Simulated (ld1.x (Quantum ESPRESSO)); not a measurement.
## Configuration tests for nickel (RRKJ)

Ni, norm-conserving RRKJ (Kleinman–Bylander form), made with ld1.x (Quantum ESPRESSO) 7.5 (BLYP, scalar-relativistic). Core [Ne], reference 3s2 3p6 3d7 4s0 4p0 (charge +3). Waves: 3p (bound): rc 0.90 bohr; 3d (bound): rc 1.50 bohr; 3s (bound): rc 0.75 bohr. Local part: the s channel. Core correction: a·sin(br)/r model core inside 0.35 bohr.

Energies are relative to the spin-unpolarised reference configuration 3s2 3p6 3d7 4s0 4p0; without spin polarisation the order of configurations can differ from experiment. The frozen-core shift is the all-electron ΔE with the core orbitals held at their reference shape minus the fully relaxed ΔE.

Question: Give the all-electron excitation energy and the error of the potential for: 3s2 3p6 3d8 4s2 4p0; 3s2 3p6 3d8 4s1 4p0; 3s2 3p6 3d8 4s0 4p0; 3s2 3p6 3d9 4s0 4p0; 3s2 3p6 3d7 4s2 4p1; 3s2 3p6 3d6 4s0 4p0; 3s2 3p6 3d8 4s0 4p1.

Answer:

```
valence configuration  charge  ΔE all-electron (eV)  error AE − PS (meV)  frozen-core shift (meV)
  3s2 3p6 3d8 4s2 4p0       0               -64.372                 +106                     +0.5
  3s2 3p6 3d8 4s1 4p0      +1               -55.022                  +91                     +1.6
  3s2 3p6 3d8 4s0 4p0      +2               -37.474                  +62                     +3.3
  3s2 3p6 3d9 4s0 4p0      +1               -57.874                  +90                     +5.5
  3s2 3p6 3d7 4s2 4p1       0               -53.865                 +183                     -3.5
  3s2 3p6 3d6 4s0 4p0      +4                57.528                 +194                     -4.1
  3s2 3p6 3d8 4s0 4p1      +1               -49.308                  +45                     +2.1
```

Levels in the configuration 3s2 3p6 3d8 4s2 4p0:

| level | all-electron (eV) | pseudo (eV) |
| --- | --- | --- |
| 3s | -110.774 | -110.525 |
| 3p | -71.191 | -70.944 |
| 3d | -8.779 | -8.733 |
| 4s | -5.601 | -5.610 |

A variational frozen-core shift is positive and of second order in the change. This column holds negative values, so the frozen-core run of ld1.x carries numerical noise or an error of first order here, and the column gives no more than the rough size of the effect.
